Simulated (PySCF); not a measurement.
PySCF 2.14 output of a UHF calculation on a single atom or ion in cc-pVTZ-PP with ECP10MDF (5s4p3d1f, 39 functions), with scalar relativity through the core potential:

```
SCF conv_tol = 1e-09
number electrons alpha = 13  beta = 10
cycle= 1 E= -331.210152564988  delta_E= -1.71e-11  |g|= 1.08e-06  |ddm|= 2e-05
converged SCF energy = -331.210152564988  <S^2> = 3.7511629  2S+1 = 4.0005814
```

The run itself started from symmetry-adapted Hartree-Fock orbitals and held the occupation by maximum overlap, so the iterations belong to that start.

**Question.** Which element, charge and spin multiplicity is this?

**Answer.** As (arsenic, neutral), multiplicity 4; the state was [Ar] 3d10 4s2 4p3, high-spin 4S determinant.

Energies and moments cover only the electrons outside the core potential.
